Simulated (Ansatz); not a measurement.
Consider the hydrogenolysis of the Si–F bond: `CO[SiH](F)[SiH3]` + H₂ → `CO[SiH2][SiH3]` + H–F.

Calculated with Ansatz (gas phase, PBE0-D4/def2-TZVP geometries, no zero-point term in ΔE). CBS: MP2 limit from def2 TZ/QZ plus the TZ coupled-cluster correction, frozen cores. This one scheme is used for every species. DFT in def2-TZVPP. HSE06 is defined as in plane-wave codes. One conformer a species, not always the lowest.

| level | ΔE (kJ/mol) |
| --- | --- |
| BLYP-D4 | 135.5 |
| PBE0 | 121.4 |
| HSE06 | 121.1 |
| CAM-B3LYP | 134.7 |
| CCSD(T)/def2-SVP | 115.7 |
| HF/def2-QZVPP | 131.8 |
| MP2/def2-QZVPP | 133.2 |
| CCSD/CBS(def2) | 128.0 |

(1) What does CCSD(T)/CBS give? (Estimate.)

(2) What do rigid-rotor, harmonic-oscillator terms from PBE0-D4/def2-TZVP frequencies (298.15 K, 1 bar) make of the CCSD(T)/CBS value? (Estimate.)

Largest T1 diagnostic among the species: 0.012.

## Answers

(1) The calculation gave: +129.3 kJ/mol. The listed levels differ from it by 6.2, -7.9, -8.2, 5.4, -13.6, 2.5, 3.9, -1.3 kJ/mol.

(2) Computed: ΔZPE = +10.7 kJ/mol, ΔH = +138.1 kJ/mol, ΔS = 23 J/(mol·K), ΔG = +131.3 kJ/mol.

Leaving LDA and LC-ωPBE aside and taking each functional with its dispersion term where it has one, the values, not all of them listed here, spread over 14.8 kJ/mol, from HSE06-D4 to r2SCAN-D4. From r2SCAN to r2SCAN0 (25 % exact exchange), in def2-TZVPP and without D4, ΔE moves by −4.7 kJ/mol.
